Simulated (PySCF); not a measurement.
Predicted microwave data (CAM-B3LYP/def2-SVPD in PySCF (dipole) on a GFN2-xTB geometry, gas phase) for one isomer of C4H7FO2:

* Rotational constants: A = 3944, B = 2713, C = 2210 MHz
* Dipole components: |μa| = 0.30 D, |μb| = 0.83 D, |μc| = 0.17 D
* Inertial defect: -85.77 u·Å²
* κ: -0.42

Task: Which structure is it? (One computed conformer of each.)
A. `[CH3:1][O:2][C@@H:3]1[CH2:4][C@@H:5]([F:6])[O:7]1` with C1–O2–C3–C4 173°
B. `[CH3:1][C@@H:2]1[O:3][CH2:4][C@@H:5]([F:6])[O:7]1` with C1–C2–O3–C4 -154°, C2–O3–C4–C5 20°, O3–C4–C5–F6 -117°, C4–C5–O7–C2 -22°
C. `[CH3:1][C@@H:2]1[O:3][CH2:4][C@H:5]([F:6])[O:7]1` with C1–C2–O3–C4 -90°, C2–O3–C4–C5 -19°, O3–C4–C5–F6 117°, C4–C5–O7–C2 22°
D. `[CH2:1]=[CH:2][O:3][CH2:4][O:5][CH2:6][F:7]` with C1–C2–O3–C4 -172°, C2–O3–C4–O5 68°, O3–C4–O5–C6 68°, C4–O5–C6–F7 73°
E. `[CH3:1][O:2][C@@H:3]([CH:4]=[O:5])[CH2:6][F:7]` with C1–O2–C3–C4 165°, O2–C3–C4–O5 161°, O2–C3–C6–F7 87°

Result: C. It is C[C@@H]1OC[C@H](F)O1, an asymmetric top, point group C1. The candidates at the same level (rigid rotor, commonest isotopes):

| SMILES | A (MHz) | B (MHz) | C (MHz) | μa (D) | μb (D) | μc (D) | Δ (u·Å²) | point group | rotor |
| --- | --- | --- | --- | --- | --- | --- | --- | --- | --- |
| CO[C@@H]1C[C@@H](F)O1 | 7989 | 1581 | 1428 | 1.67 | 1.20 | 0.06 | -29.11 | C1 | near-prolate asymmetric top |
| C=COCOCF | 7023 | 1259 | 1212 | 1.19 | 0.08 | 0.72 | -56.58 | C1 | near-prolate asymmetric top |
| C[C@@H]1OC[C@H](F)O1 | 3944 | 2713 | 2210 | 0.30 | 0.83 | 0.17 | -85.77 | C1 | asymmetric top |
| CO[C@@H](C=O)CF | 3366 | 2072 | 1356 | 1.70 | 1.36 | 0.11 | -21.30 | C1 | asymmetric top |
| C[C@@H]1OC[C@@H](F)O1 | 5326 | 2182 | 1757 | 0.56 | 0.89 | 0.51 | -38.86 | C1 | asymmetric top |

`CO[C@@H](C=O)CF` has C 39 % too low; `C=COCOCF` has A 78 % too high; `C[C@@H]1OC[C@@H](F)O1` has A 35 % too high; `CO[C@@H]1C[C@@H](F)O1` has A 103 % too high. No structure here is proved a minimum.
